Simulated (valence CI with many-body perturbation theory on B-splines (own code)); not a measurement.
# Level structure of Er²⁸⁺

Method: relativistic CI+MBPT: four valence electrons over a frozen Dirac-Fock core [Kr], a basis of 7 s, 7 p, 8 d, 6 f, 4 g, 1 h functions for each j, with the one-electron correlation potential Σ1 (screened to all orders), the two-electron term Σ2, the three-electron term Σ3, Breit, model QED; selected single and double excitations, second order for the rest, scaled by the run's own slope (own B-spline code, finite nucleus).

No measured spectrum was set against this ion. As an estimate, large intervals hold to a few tenths of a per cent, small ones and those within an open d or f shell to about a per cent. The list stops below the first excitations out of the core.

Levels 1 to 34 of 34, with energies above the lowest level, (4d3/2^4) J=0. "Leading %" is the weight of the configuration and term that name the level; weights of strongly mixed levels are sums over their largest components and can fall short. In the jj column 3d3/2^4 stands for four electrons in 3d with j = 3/2. Lifetimes count E1, E2, E3, M1 and M2 decay at the calculated energies, and are blank where another channel may lead or the interval is too uncertain; long ones can be off by a factor of two.

```csv
No.,Configuration,Term,J,E (cm⁻¹),Leading %,Leading jj,Second component,Lifetime
1,4d⁴,³P,0,0,55,4d3/2^4 (95 %),35 % 4d⁴ ⁵D,
2,4d⁴,⁵D,1,64875,67,4d3/2^3 4d5/2 (96 %),33 % 4d⁴ ³P,128 μs
3,4d⁴,⁵D,2,95385,60,4d3/2^3 4d5/2 (75 %),11 % 4d⁴ ³D,1.24 ms
4,4d⁴,³F,4,99372,30,4d3/2^3 4d5/2 (95 %),22 % 4d⁴ ³H,
5,4d⁴,⁵D,3,106840,38,4d3/2^3 4d5/2 (80 %),25 % 4d⁴ ³F,26.7 ms
6,4d⁴,⁵D,0,156110,60,4d3/2^2 4d5/2^2 (94 %),20 % 4d⁴ ¹S,33.1 μs
7,4d⁴,⁵D,4,163290,42,4d3/2^2 4d5/2^2 (92 %),40 % 4d⁴ ³H,120 μs
8,4d⁴,³F,2,165180,30,4d3/2^2 4d5/2^2 (79 %),30 % 4d⁴ ⁵D,57.1 μs
9,4d⁴,³G,3,168460,44,4d3/2^2 4d5/2^2 (80 %),40 % 4d⁴ ⁵D,107 μs
10,4d⁴,³H,5,181230,69,4d3/2^2 4d5/2^2 (99 %),31 % 4d⁴ ³G,202 μs
11,4d⁴,³P,1,187910,50,4d3/2^2 4d5/2^2 (90 %),32 % 4d⁴ ³D,74.5 μs
12,4d⁴,³H,6,190540,54,4d3/2^2 4d5/2^2 (98 %),46 % 4d⁴ ¹I,137 ms
13,4d⁴,³G,4,201460,59,4d3/2^2 4d5/2^2 (96 %),35 % 4d⁴ ¹G,435 μs
14,4d⁴,³F,3,202450,43,4d3/2^2 4d5/2^2 (91 %),31 % 4d⁴ ³D,127 μs
15,4d⁴,³D,2,204390,37,4d3/2^2 4d5/2^2 (93 %),30 % 4d⁴ ³P,323 μs
16,4d⁴,³F,2,236670,42,4d3/2^2 4d5/2^2 (87 %),30 % 4d⁴ ³P,48.9 μs
17,4d⁴,³F,4,239930,52,4d3/2^2 4d5/2^2 (56 %),25 % 4d⁴ ⁵D,81.6 μs
18,4d⁴,³F,3,260670,47,4d3/2 4d5/2^3 (92 %),20 % 4d⁴ ⁵D,34.9 μs
19,4d⁴,¹G,4,265850,36,4d3/2 4d5/2^3 (55 %),33 % 4d⁴ ³F,52.9 μs
20,4d⁴,³P,2,273160,50,4d3/2^2 4d5/2^2 (79 %),25 % 4d⁴ ¹D,351 μs
21,4d⁴,³D,1,273640,62,4d3/2 4d5/2^3 (92 %),24 % 4d⁴ ³P,26.1 μs
22,4d⁴,³G,5,274750,69,4d3/2 4d5/2^3 (99 %),31 % 4d⁴ ³H,75.2 μs
23,4d⁴,¹I,6,278980,54,4d3/2 4d5/2^3 (98 %),46 % 4d⁴ ³H,82.4 μs
24,4d⁴,³P,0,291500,55,4d3/2 4d5/2^3 (68 %),44 % 4d⁴ ¹S,
25,4d⁴,³F,2,298140,55,4d3/2 4d5/2^3 (80 %),36 % 4d⁴ ³P,37.9 μs
26,4d⁴,¹F,3,302340,39,4d3/2 4d5/2^3 (95 %),34 % 4d⁴ ³D,
27,4d⁴,¹S,0,336390,62,4d3/2^2 4d5/2^2 (57 %),35 % 4d⁴ ³P,
28,4d⁴,³F,3,337530,67,4d3/2 4d5/2^3 (99 %),29 % 4d⁴ ¹F,
29,4d⁴,³P,1,338030,93,4d3/2 4d5/2^3 (96 %),5 % 4d⁴ ³D,40.5 μs
30,4d⁴,¹G,4,343380,75,4d3/2 4d5/2^3 (89 %),18 % 4d⁴ ³F,41.6 μs
31,4d⁴,¹D,2,350170,63,4d3/2 4d5/2^3 (64 %),25 % 4d⁴ ³P,50.8 μs
32,4d⁴,³F,4,373080,51,4d5/2^4 (90 %),21 % 4d⁴ ¹G,23.8 μs
33,4d⁴,¹D,2,406780,52,4d5/2^4 (71 %),20 % 4d⁴ ³D,23.2 μs
34,4d⁴,¹S,0,476070,63,4d5/2^4 (76 %),35 % 4d⁴ ³P,15.1 μs
```

The ionisation energy to 4d³ ⁴F3/2 of the next ion comes out as 1047.7 eV (NIST: 1046 ± 4 eV (theoretical)). All 34 levels together are meant to be complete up to 859280 cm⁻¹.
